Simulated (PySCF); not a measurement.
**Stationary points of [BrF4]-**

Computed with PBE/[Br def2-SVPD, F def2-SVPD], no relativity, density fitting, PySCF.

Relaxations began from a few typed shapes. The search is not exhaustive: other isomers or separated fragments can lie lower, and high-lying points may rest on an excited occupation.

| spin | group | bonds | angles | imaginary modes (cm⁻¹) | ΔE (kJ/mol) | ΔE with ZPE (kJ/mol) |
| --- | --- | --- | --- | --- | --- | --- |
| singlet | D4h | Br–F 1.957 Å (×4) | F–Br–F 90.0° (×4), F–Br–F 180.0° (×2) | none | 0.0 | 0.0 |
| singlet | Cs | Br–F 1.904 Å, Br–F 1.917 Å (×2), Br–F 2.367 Å | F–Br–F 73.6°, F–Br–F 90.2° (×2), F–Br–F 91.4° (×2), F–Br–F 177.2° | none | 199.7 | 197.5 |
| singlet | C2v | Br–F 1.919 Å (×2), Br–F 2.090 Å (×2) | F–Br–F 72.7°, F–Br–F 90.4° (×4), F–Br–F 179.1° | 172i, 37i | 203.7 | – |

The lowest minimum found is the singlet D4h: Br–F 1.957 Å (×4); F–Br–F 90.0° (×4), F–Br–F 180.0° (×2).

Counting electrons, bromine keeps 4 of its valence electrons outside its bonds, so the VSEPR class is AX4E2 and the expected shape is square planar (D4h), as computed.

For the lowest minimum: the lowest empty level of this anion is unbound, so it and the gap depend on the basis.
